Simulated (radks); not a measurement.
The numbers below are computed, except where a source is named.
Task: Ionisation of the lutetium ion Lu27+, [Kr] 4d8, to Lu28+, [Kr] 4d7, under several functionals. Scalar-relativistic Kohn-Sham, spin-polarised, spherical densities, finite nucleus; open shells are filled with parallel spins first (spin-orbit coupling, left out, can overturn this in heavy ions); a radial shooting solver on a logarithmic mesh with Libxc functionals. Known Delta-SCF values: LDA (Slater exchange, Perdew-Wang correlation) 1038.5 eV; BLYP 1038.0 eV. What does Wu-Cohen GGA give, and what is its highest occupied eigenvalue?

Result: 1038.4 eV by Delta-SCF; the 4d eigenvalue is -1015.9 eV. NIST: 1032 eV (theoretical).
